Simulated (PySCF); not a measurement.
## Löwdin shares of the frontier orbitals

Species: C6H9NO.
Cartesian coordinates in Å at the GFN2-xTB level; atoms count from 1:
```xyz
17
C6H9NO angstrom
C      3.0466   -0.2021    0.3468
C      1.8778    0.3182    0.0067
C      0.8044   -0.5294   -0.5756
O      1.0593   -1.4628   -1.3140
N     -0.4922   -0.1868   -0.2760
C     -1.5539   -0.8813   -0.9734
C     -0.8365    0.7214    0.7113
C     -2.0663    1.1506    0.9692
H      3.8563    0.3985    0.7254
H      3.2212   -1.2614    0.2558
H      1.6926    1.3810    0.0708
H     -1.0953   -1.6526   -1.5896
H     -2.2375   -1.3417   -0.2593
H     -2.1059   -0.1883   -1.6107
H     -0.0101    1.0587    1.3189
H     -2.2351    1.8453    1.7709
H     -2.9325    0.8444    0.4128
```

Method: TDDFT PBE0/def2-SVPD, vertical, gas phase, core orbitals frozen in the response (PySCF).

Kohn–Sham orbitals with the atoms that hold most of them (Löwdin shares over 4%, at most four atoms; ? is withheld):

```csv
orbital,ε (eV),atoms
LUMO+2,0.66,"C7 13%, C8 13%, C6 11%, C3 8%"
LUMO+1,0.27,"C7 25%, C8 24%, C2 9%, C1 8%"
LUMO,-1.27,"C1 26%, C2 19%, C3 16%, O4 14%"
HOMO,-6.69,?
HOMO-1,-7.58,?
HOMO-2,-8.46,"C2 31%, C1 28%, O4 19%, C3 8%"
HOMO-3,-9.44,"C7 25%, N5 19%, C8 14%, O4 12%"
```

Task: Give the leading atoms of the HOMO.

Result: C8 (bonded to C and 2 H) 29%; N5 (bonded to 3 C) 26%; C7 (bonded to C, N and H) 16%; O4 (bonded to C) 12%. By element: carbon 45% or more, nitrogen 26%, oxygen 12%.

Task: Which atoms hold the HOMO-1, and with what shares?

Result: O4 (bonded to C) 60%; C2 (bonded to 2 C and H) 13%; C1 (bonded to C and 2 H) 8%; C3 (bonded to C, N and O) 7%. By element: oxygen 60%, carbon 28% or more.

Task: How does S1 compare with the orbital gap of 5.42 eV?

Result: S1 is at 4.61 eV (f = 0.069), 0.81 eV below the gap, made of HOMO-1→LUMO (64%), HOMO→LUMO (28%). Its leading pair isn't HOMO and LUMO; the energies of that pair differ by 6.31 eV. 

Next come S2 at 4.67 eV (f 0.096), HOMO→LUMO (69%), HOMO-1→LUMO (26%); S3 at 6.20 eV (f 0.216), HOMO→LUMO+2 (54%), HOMO→LUMO+1 (35%); S4 at 6.27 eV (f 0.312), HOMO→LUMO+2 (42%), HOMO→LUMO+1 (38%), HOMO-2→LUMO (13%); S5 at 6.47 eV (f 0.079), HOMO-2→LUMO (51%), HOMO-1→LUMO+1 (24%), HOMO→LUMO+1 (15%).

Löwdin shares depend on the basis, the more so with diffuse functions.

One conformer stands for the species.
